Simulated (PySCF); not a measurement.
## Bond curve of BeBr⁺

Set-up: PySCF, scalar-relativistic core potentials, basis sets Be cc-pVDZ, Br cc-pVDZ-PP with ECP10. Energies in eV from Be⁺ + Br in their ground configurations at the same level. State: ¹Σ⁺ (singlet), closed shell.

```json
{"R (Å)": "1.615", "PBE0": "-2.874"}
{"R (Å)": "1.690", "PBE0": "-3.485"}
{"R (Å)": "1.765", "PBE0": "-3.825"}
{"R (Å)": "1.822", "PBE0": "-3.946"}
{"R (Å)": "1.878", "PBE0": "-3.978"}
{"R (Å)": "1.934", "PBE0": "-3.941"}
{"R (Å)": "2.010", "PBE0": "-3.809"}
{"R (Å)": "2.103", "PBE0": "-3.552"}
{"R (Å)": "2.216", "PBE0": "-3.161"}
{"R (Å)": "2.366", "PBE0": "-2.580"}
```

Problem. Put a parabola through the three lowest points of the PBE0 curve and estimate Re, k and ωe (reduced mass 8.089 u; 1 eV/Å² = 0.16022 mdyn/Å; ωe = 1302.8·√(k/μ) cm⁻¹).

Solution. Through R = 1.822, 1.878, 1.934 Å the second-order coefficient is 11.0 eV/Å², so Re ≈ 1.876 Å, k ≈ 3.53 mdyn/Å and ωe ≈ 860 cm⁻¹. A polynomial fit of higher order to the unrounded PBE0 energies gives Re = 1.874 Å, k = 3.56 mdyn/Å, ωe = 865 cm⁻¹; anharmonicity and rounding make the difference.

The higher-order fit for each curve: PBE0: Re = 1.874 Å, ωe = 865 cm⁻¹, De = 3.98 eV.

For an ion De counts to the pair picked by the measured ionisation energies or electron affinities, which need not be the lowest pair at this level.
